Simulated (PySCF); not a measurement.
Job for PySCF: R-HF/3-21G on NiC, 2S+1 = 1, a spin state set in the input, which need not be the lowest, a point of a bond scan (R = 1.753 Å).

```python
from pyscf import gto, scf, dft, mp
from pyscf.data.elements import chemcore

mol = gto.M(
    atom='''
    Ni    0.00000000    0.00000000    0.00000000
    C     0.00000000    0.00000000    1.75325300
    ''',
    basis='3-21g',
    charge=0, spin=0, verbose=3, max_memory=1800)
mf = scf.RHF(mol)
mf.conv_tol = 1e-8
mf.max_cycle = 100
mf.kernel()
if not mf.converged:
    mf = mf.newton().run(mf.mo_coeff, mf.mo_occ)
```

Task: Predict the final total energy.

Result: -1536.5562 hartree.
